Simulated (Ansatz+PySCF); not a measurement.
singlet Cl(-): levels of theory in one basis

A single Cl atom.

Basis set: aug-cc-pVDZ (spherical functions). Correlated methods keep 5 orbitals frozen. Charge -1, multiplicity 1.

Computed with Ansatz (development build ahead of 0.2.0); each method stands on the lowest determinant of its kind that the runs found. NEVPT2 correlates all electrons. Active spaces start from the frontier orbitals, and the lowest solution found is given.

```json
{"method": "RHF", "E − E(RHF) (eV)": "0.00", "<S²> of the determinant": "0.00"}
{"method": "RHF-MP2", "E − E(RHF) (eV)": "-4.33", "<S²> of the determinant": "–"}
{"method": "RHF-CCSD(T)", "E − E(RHF) (eV)": "-4.75", "<S²> of the determinant": "–"}
{"method": "CASSCF(2,2)", "E − E(RHF) (eV)": "-0.20", "<S²> of the determinant": "–"}
{"method": "SC-NEVPT2(2,2)", "E − E(RHF) (eV)": "-4.43", "<S²> of the determinant": "–"}
```

What does RHF-CCSD give on the same scale?

-4.64 eV.

Is a single determinant a sound starting point here?

By this sign, yes. Unrestricted orbitals gain 0.00 eV and <S²> is 0.00 against 0.00 for a pure state. The CASSCF(2,2) natural occupations are 1.99, 0.01.

Caution for CASSCF(2,2): other starts end on other solutions of this active space.
